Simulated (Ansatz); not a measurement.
Relaxation of AgSe₂ with UKS B3LYP-D4/def2-TZVP.

```sh
$ ansatz run in.yaml --threads 4 --pin off --events-out ev --progress --plain --max-ram 3916MiB
```

```yaml
crystal:
  periodic: [false, false, false]
  atoms:
    - {symbol: Ag, position_ang: [-0.941570, -1.105180, -0.249240]}
    - {symbol: Se, position_ang: [0.347550, 0.399990, 1.266200]}
    - {symbol: Se, position_ang: [0.594030, 0.705190, -1.016960]}
basis:
  gaussian: {orbitals: def2-TZVP}
magnetization: {spin_polarized: true, initial_magnetization: 1}
hamiltonian: {xc: {name: B3LYP}, dispersion: d4}
scf: {lower_state_search: "off"}
output: {orbitals: {seedname: orbitals}}
relax: {f_tol: 0.02, max_steps: 100}
```

Hardware: 4 threads of Arm Neoverse V2 on a shared host. Wall time 9.5 s.

Positions (Å) and forces (eV/Å) at steps 1, 2, 3 of 3:

```xyz
3
step=1 energy=-134703.2159 eV
Ag   -0.942   -1.105   -0.249   -0.815   -0.957   -0.216
Se    0.348    0.400    1.266    0.303    0.349    1.077
Se    0.594    0.705   -1.017    0.512    0.608   -0.860
3
step=2 energy=-134703.3116 eV
Ag   -0.992   -1.164   -0.263   -0.037   -0.044   -0.010
Se    0.370    0.426    1.299    0.030    0.035   -0.095
Se    0.622    0.738   -1.037    0.008    0.009    0.105
3
step=3 energy=-134703.3125 eV
Ag   -0.996   -1.169   -0.264   -0.002   -0.003   -0.001
Se    0.373    0.429    1.296    0.003    0.004   -0.017
Se    0.624    0.740   -1.032   -0.001   -0.001    0.018
```

In the def2 sets Ag takes a core potential; there is no spin–orbit coupling. Another isomer (doublet) lies 0.09 eV lower at PBE0-D4/def2-TZVP; other spin states weren't run for this one.
